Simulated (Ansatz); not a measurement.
Compare A (`[CH3][Al]([NH2])[Cl]`) with its isomer B (`C[NH][AlH][Cl]`).

Program: Ansatz. Geometries: PBE0-D4/def2-TZVP. ΔE: electronic, gas phase. CBS: MP2 limit from def2 TZ/QZ plus the TZ coupled-cluster correction, frozen cores. DFT in def2-TZVPP. Each species was taken in one conformer, which may not be the lowest.

Question: Which is lower in electronic energy at CCSD(T)/CBS, and by how much? (An estimate is asked.)

Answer: Ansatz gave: A, by 21.6 kcal/mol.

Question: Give E(B) − E(A) in kcal/mol with HF/def2-TZVPP, CCSD/def2-TZVPP, r2SCAN-D4, MP2/def2-TZVPP, CCSD(T)/def2-SVP, CCSD(T)/def2-TZVPP, PBE0-D4. (An estimate is asked.)

Answer: The calculation gave: HF/def2-TZVPP 19.2, CCSD/def2-TZVPP 20.8, r2SCAN-D4 22.1, MP2/def2-TZVPP 21.9, CCSD(T)/def2-SVP 16.2, CCSD(T)/def2-TZVPP 20.9, PBE0-D4 21.0. None reverses the order clearly.

Question: Does the order hold for the free energy at 298.15 K (harmonic terms from PBE0-D4)? (An estimate is asked.)

Answer: Computed: Yes: G(B) − G(A) = +22.2 kcal/mol, for one conformer each. Modes under 60 cm⁻¹, often nearly free rotors, make the harmonic entropy too high.

Largest T1 diagnostic: 0.010.

Leaving LDA and LC-ωPBE aside and taking each functional with its dispersion term where it has one, the values, not all of them listed here, spread over 2.3 kcal/mol, from revPBE-D4 to r2SCAN-D4. LDA lies −0.8 kcal/mol from PBE without D4. At CCSD(T), def2-SVP lies −5.4 kcal/mol from the extrapolated value and def2-TZVPP −0.8 kcal/mol.
